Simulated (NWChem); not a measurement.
# Basis-set convergence for H4BFS

```xyz
7

B      0.8637    -0.7665     0.0000
H      0.7349    -1.3700     1.0604
H      0.7349    -1.3700    -1.0604
F      1.7028     0.3127     0.0000
S     -1.1896     0.1047     0.0000
H     -1.0395     1.0415     0.9808
H     -1.0395     1.0415    -0.9808
```
Charge 0, spin multiplicity 1.

Program: NWChem. Structure: optimised with PBE/def2-SVP, a minimum by its harmonic frequencies.

Quantity: first vertical ionisation energy at the level G0W0@PBE.

GW and range-separated runs recompute their integrals, the others keep them in memory, which bears on the times. The structure started from a generated list of species.

Relative cost: rough, from shared machines, SCF included, def2-SVPD = 1.

```json
[
 {"basis": "def2-SVPD", "functions": "102", "first vertical ionisation energy (eV)": "…", "relative cost": "1"},
 {"basis": "def2-TZVP", "functions": "123", "first vertical ionisation energy (eV)": "10.42", "relative cost": "under 3"},
 {"basis": "def2-TZVPD", "functions": "159", "first vertical ionisation energy (eV)": "10.41", "relative cost": "3"},
 {"basis": "def2-TZVPP", "functions": "160", "first vertical ionisation energy (eV)": "…", "relative cost": "under 3"}
]
```

Q: Fill in the missing entries.

A: 
- def2-SVPD, first vertical ionisation energy (eV): 10.20
- def2-TZVPP, first vertical ionisation energy (eV): 10.50
